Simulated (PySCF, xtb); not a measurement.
Zr(Cl)(OH)(Me)2 (C2H7ClOZr), SMILES [Zr]([OH])([CH3])([CH3])[Cl], multiplicity 1.

GFN2-xTB run with xtb at its own geometry gives an orbital gap of 2.29 eV and a dipole moment of 3.66 D.

Geometry: B3LYP-D3(BJ)/def2-SVP. The multiplicity is an assumed one; other spin states were not compared. The def2 effective core potentials stand for the cores of Zr; spin–orbit coupling is left out. The values are those of a single conformer.

Question: What does PBE/def2-TZVP in PySCF give? (An estimate is asked for; the answer gives what the named calculation found.)

Answer: gap 4.15 eV (levels -6.35 and -2.20 eV), dipole 2.44 D.
